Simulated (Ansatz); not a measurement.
Mulliken charges of CH₄ClFOSeTi (`C[O][Ti]([F])([Cl])[SeH]`) from PBE/def2-TZVPP in Ansatz (PBE0-D4/def2-TZVP geometry).

```csv
atom,x (Å),y (Å),z (Å),charge (e)
C1,0.086,-1.928,-0.567,-0.140
O2,-0.061,-0.593,-0.188,-0.453
Ti3,-0.412,0.995,0.390,0.845
F4,-1.757,1.738,-0.457,-0.304
Cl5,-0.835,0.953,2.550,-0.231
Se6,1.630,2.207,-0.063,-0.132
H7,0.051,-2.567,0.319,0.121
H8,-0.716,-2.209,-1.253,0.119
H9,1.049,-2.056,-1.066,0.119
H10,0.965,3.461,0.335,0.056
```

**Question.** By hand: the dipole of these point charges (1 e Å = 4.8032 D).

**Answer.** Σ q r = (0.279, -0.285, -0.166) e Å, of length 0.432 e Å = 2.07 D.

**Question.** How does the dipole of the full density compare? (Estimate.)

**Answer.** Ansatz gave: (0.128, -0.573, -0.267) e Å, 3.10 D; the point charges give 0.67 times that, at 29° from its direction.

Point charges leave out the atoms' own dipoles, such as those of lone pairs, and Mulliken's split depends on the basis, so the two needn't agree.
